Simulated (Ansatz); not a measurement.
Two isomers of CH7NOSi2: A = `N=C(O)[SiH2][SiH3]`, B = `C=N[SiH2]O[SiH3]`.

Computed with Ansatz on PBE0-D4/def2-TZVP structures; ΔE is electronic, products minus reactants. CCSD(T)/CBS is the MP2 limit (def2-TZVPP, def2-QZVPP) plus CCSD(T) − MP2 in def2-TZVPP, frozen cores. Functionals use def2-TZVPP. B3LYP here is the variant with VWN-RPA as its local correlation; programs differ in this. Each species was taken in one conformer, which may not be the lowest.

A:

```xyz
12

N    -1.840   -1.673   -0.161
C    -1.327   -0.517   -0.136
O    -1.780    0.426   -0.985
Si    0.092    0.118    0.964
Si    1.882    0.815   -0.371
H    -1.416   -2.290    0.524
H    -2.488    0.015   -1.506
H    -0.407    1.239    1.802
H     0.474   -1.020    1.842
H     2.294   -0.293   -1.273
H     1.479    1.989   -1.187
H     3.037    1.192    0.488
```

B:

Z-matrix (Å, degrees):
```
Si
N 1 1.727
O 1 1.637 2 113.5
H 1 1.480 2 107.0 3 119.6
H 1 1.483 2 107.0 3 -120.9
C 2 1.257 1 126.9 3 0.3
Si 3 1.634 1 147.6 2 -106.7
H 6 1.096 2 120.4 1 -180.0
H 6 1.101 2 124.1 1 -0.0
H 7 1.484 3 109.4 1 -123.4
H 7 1.487 3 110.3 1 -3.0
H 7 1.485 3 109.0 1 117.1
```

**Question.** Which isomer does CCSD(T)/CBS put lower? Give the gap. (An estimate is asked.)

**Answer.** Ansatz gave: B, by 60.5 kcal/mol.

**Question.** Give E(B) − E(A) in kcal/mol with r2SCAN-D4, PBE-D4, B2PLYP, B3LYP-D4, B3LYP, MP2/def2-TZVPP, CCSD(T)/def2-TZVPP. (Best estimate.)

**Answer.** Computed: r2SCAN-D4 -54.9, PBE-D4 -46.6, B2PLYP -60.9, B3LYP-D4 -58.7, B3LYP -58.7, MP2/def2-TZVPP -62.8, CCSD(T)/def2-TZVPP -59.6. None reverses the order clearly.

Largest T1 diagnostic: 0.015.

In def2-TZVPP, CCSD(T) changes the Hartree–Fock value by +11.1 kcal/mol (the triples alone add +2.0 kcal/mol) and MP2 by +8.0 kcal/mol. From PBE to PBE0 (25 % exact exchange), in def2-TZVPP and without D4, E(B) − E(A) moves by −4.7 kcal/mol.
